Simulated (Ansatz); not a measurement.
Ge₅Te₅, relaxed as a singlet with RKS r2SCAN-D4/def2-SVP in Ansatz, starting from the GFN1-xTB geometry. Force threshold 0.03 eV/Å.

In the def2 sets Te takes a core potential; there is no spin–orbit coupling. Another isomer (singlet) lies 1.36 eV lower at PBE0-D4/def2-SVP; other spin states weren't run for this one.

Start:

Cartesian coordinates in Å:
```
Ge -1.234 -0.602 -1.885
Ge 2.050 0.921 0.737
Ge 1.353 -2.204 -0.635
Ge -0.058 1.232 1.677
Ge -0.835 1.589 -2.415
Te -1.036 -3.007 -1.343
Te -2.025 1.104 -0.066
Te -0.631 2.005 3.869
Te 1.029 -1.320 1.770
Te 1.387 0.281 -1.711
```

Q: Estimate the energy that the relaxation releases and the steps that it takes.

A: 70.6 kJ/mol, in 8 steps; 2.7 min on 4 threads of Arm Neoverse V1 on a shared host. No frequencies were taken in this run, so the end may be a saddle point.

Q: Does the start keep its bonding?

A: By distances, no bond broke or formed. The bond that changes most is Ge1–Te10, from 2.77 to 3.04 Å (atoms count from 1).

Q: Predict the relaxed structure.

A: 
```xyz
10

Ge   -1.362   -0.675   -1.897
Ge    2.242    0.907    0.780
Ge    1.369   -2.256   -0.647
Ge   -0.007    1.327    1.751
Ge   -0.870    1.676   -2.419
Te   -1.083   -3.123   -1.517
Te   -2.090    1.010    0.008
Te   -0.715    2.155    3.890
Te    1.017   -1.366    1.863
Te    1.499    0.345   -1.812
```
Bond lengths: 13 × Ge–Te 2.40 to 3.04 Å; 2 × Ge–Ge 2.46 to 2.49 Å.
